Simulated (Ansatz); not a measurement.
The cluster Te₅Pb₄, relaxed as a singlet with RKS PBE-D4/def2-SVP in Ansatz, starting from the GFN1-xTB geometry. Force threshold 0.03 eV/Å.

In the def2 sets Pb, Te take a core potential; there is no spin–orbit coupling. The structure comes from a short search, and lower isomers may exist.

Start:

Cartesian coordinates in Å:
```
Pb 0.9610 -2.0573 1.7357
Pb 0.8421 2.1219 1.3483
Pb -2.5972 -0.2287 0.4838
Pb 1.3091 -1.0818 -2.2445
Te -0.1302 1.3112 -3.0164
Te -0.7652 0.0997 2.7701
Te -0.8152 -2.2619 -0.6061
Te 2.4698 -0.0237 0.2296
Te -1.2742 2.1207 -0.7004
```

| step | energy (eV) | largest force component (eV/Å) | SCF passes |
| --- | --- | --- | --- |
| 1 | -57475.6161 | 1.172 | 20 |
| 2 | -57476.0387 | 0.273 | 26 |
| 3 | -57476.0840 | 0.118 | 22 |
| 4 | -57476.0909 | 0.026 | 21 |

Force components are those of the run's own axes.

End:

```xyz
9

Pb    0.900   -1.953    1.700
Pb    0.881    2.091    1.420
Pb   -2.606   -0.291    0.541
Pb    1.344   -1.113   -2.304
Te   -0.121    1.326   -3.094
Te   -0.874    0.159    3.035
Te   -0.908   -2.409   -0.729
Te    2.670    0.031    0.179
Te   -1.286    2.159   -0.749
```

By distances, no bond broke or formed. The bond that changes most is Pb3–Te9, from 2.94 to 3.07 Å (atoms count from 1).

No frequencies were taken in this run, so the end may be a saddle point.

It took 33 s on 4 threads of Intel Xeon on a shared host, peak host memory 0.58 GiB.
